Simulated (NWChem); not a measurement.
System: SiCl cation, singlet

```xyz
2

Si     0.0000     0.0000    -1.0800
Cl     0.0000     0.0000     0.8942
```
Atoms are numbered in this order, from 1.

All runs: NWChem. Pople sets run with spherical d functions. Low-valent species are run as closed-shell singlets; no triplet was tried in these runs. Structure relaxed at the PBE0/def2-SVP level. Vzz is the largest principal value of the second derivative of the potential at the nucleus (NWChem prints the opposite sign); η is the asymmetry. Non-relativistic.

```
level               Vzz Cl2 (a.u.)  η Cl2
------------------  --------------  -----
B3LYP/def2-SVP               0.687   0.00
B3LYP/cc-pVTZ                0.642   0.00
CAM-B3LYP/6-31G*             0.887   0.00
CAM-B3LYP/def2-SVP           0.751   0.00
```
